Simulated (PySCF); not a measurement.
**HWO₂: from structure and modes to constants**

All numbers come from UPBE0/[W def2-TZVP with ECP60, O def2-TZVP, H def2-TZVP], scalar-relativistic core potentials, density fitting, no spin–orbit coupling, PySCF.

The doublet minimum has Cs symmetry. Masses (u): W 183.95093, O 15.99492, H 1.00782.

```xyz
4
charge 0 multiplicity 2, angstrom
W     0.1078    0.0000   -0.0859
O    -0.6741    1.3916    0.4850
O    -0.6741   -1.3916    0.4850
H     1.7498    0.0000    0.4715
```

Harmonic wavenumbers (cm⁻¹): 332.1 (a', ×1), 474.7 (a', ×1), 662.4 (a'', ×1), 1014.7 (a'', ×1), 1065.7 (a', ×1), 1980.8 (a', ×1).

Find the principal moments of inertia and the rotational constants. What kind of rotor is it?

About the centre of mass I = 28.865, 63.864, 88.905 u Å². With B = 16.8576/I this gives 0.584, 0.264, 0.1896 cm⁻¹. The molecule is an asymmetric top with κ = -0.62.

Find the vibrational entropy and heat capacity at 298.15 K.

With u = 1.43878 ω/T, each mode gives S = R[u/(eᵘ−1) − ln(1−e⁻ᵘ)] and C = R u² eᵘ/(eᵘ−1)².
```csv
ω (cm⁻¹),u,S (J/(mol K)),C (J/(mol K))
332.1,1.603,5.23,6.74
474.7,2.291,3.03,5.47
662.4,3.197,1.48,3.78
1014.7,4.897,0.37,1.51
1065.7,5.143,0.30,1.30
1980.8,9.559,0.01,0.05
```
The sums over all modes are S = 10.4 and C = 18.8 J/(mol K); the softest mode gives 50 % of the entropy.

Give the standard entropy (298.15 K, 1 bar) by its translational, rotational, vibrational and spin parts, and Cp.

Sackur–Tetrode with M = 216.95 u gives 175.9; rotation with symmetry number 1 gives 98.4; vibration 10.4; spin R ln 2 = 5.8. The total is 290.6 J/(mol K), and Cp = 4 R + 18.8 = 52.1 J/(mol K).

Other isomers or separated fragments may lie lower. Open d and f shells are described by one determinant, and the ground state may have another occupation or spin. No spin–orbit coupling is included, which matters more the heavier the element.
